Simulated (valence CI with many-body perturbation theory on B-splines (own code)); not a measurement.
**Questions on Bi LXXI**

Computed by valence CI with perturbative core correlation (CI+MBPT): three valence electrons over a frozen Dirac-Fock core [Ne], radial functions for each j: 11 s, 11 p, 9 d, 7 f, 5 g, 2 h, 1 i, with the one-electron correlation potential Σ1, the two-electron term Σ2, the three-electron term Σ3, Breit, model QED; selected CI, second order for the rest (own B-spline code, finite nucleus).

The last digits are not significant, and no measured levels were compared; by estimate large intervals hold to a few tenths of a per cent, small ones and those within an open d or f shell to about a per cent.

Levels are named by their leading jj configuration (3d3/2^4 stands for four electrons in 3d with j = 3/2), which in mixed levels can hold well under half, so a name can repeat and another be missing.

Rates and lifetimes use the calculated energies. Strong lines usually hold to 10 to 20 %, long lifetimes can be off by a factor of two.

Task: What is the ground level?

Result: (3s^2 3p1/2) J=1/2, composition 100 % 3s²3p ²P°, g = 0.641.

Task: What are the static dipole polarisabilities of the lowest levels?

Result: (3s^2 3p1/2) J=1/2 0.00151 bohr³, of which the core gives 2.61e-05.

Task: Where does the other parity begin?

Result: At (3s 3p1/2^2) J=1/2, 203.0 eV.

Task: What is the ionisation energy?

Result: 8947.8 eV; NIST lists 8950 ± 60 eV (theoretical).

Task: How well does LS coupling describe the low levels?

Result: Among the lowest 20 levels the leading LS term, summed over configurations, holds 60 % on average. For single configurations the figures are 58 % in LS and 91 % in jj coupling. Terms mix most in the J = 3/2 level at 1106.1 eV, where the leading one holds 33 %.

Task: Among levels below 2184.5 eV, which E1 lines absorb most strongly from the ground level?

Result: to (3s^2 3d3/2) J=3/2 at 1.370 nm, f = 0.580; to (3s 3p1/2 3p3/2) J=1/2 at 1.448 nm, f = 0.241; to (3s 3p1/2 3p3/2) J=3/2 at 1.470 nm, f = 0.116.

Task: Name the longest-lived excited levels whose lifetime is computed, and their main decay.

Result: (3s 3p3/2 3d5/2) J=9/2 at 1812.7 eV lives 862 ps, mostly by M1 to (3s 3p1/2 3d5/2) J=7/2.
